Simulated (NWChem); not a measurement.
AlO, doublet; SMILES [O]=[Al]

Computed with NWChem. Pople sets run with spherical d functions. Spin-unrestricted. Spin-contaminated determinants: UHF/3-21G (<S²> = 0.89). Coordinates come from a PBE0-D3(BJ)/def2-TZVP, spin-unrestricted optimisation. No stability test was run on the SCF state. Total energies compare along this basis series because the functional is fixed.

```csv
level,basis functions,energy (Ha),highest occupied level (eV),"lowest empty minus highest occupied level, either spin (eV)",dipole (D)
UHF/STO-3G,14,-312.7725,-5.52,14.02,2.06
UHF/3-21G,22,-314.9783,-9.64,8.74,4.74
UHF/6-31+G*,40,-316.7243,-9.78,9.83,2.61
UHF/6-311++G**,52,-316.7594,-9.75,9.86,2.57
```
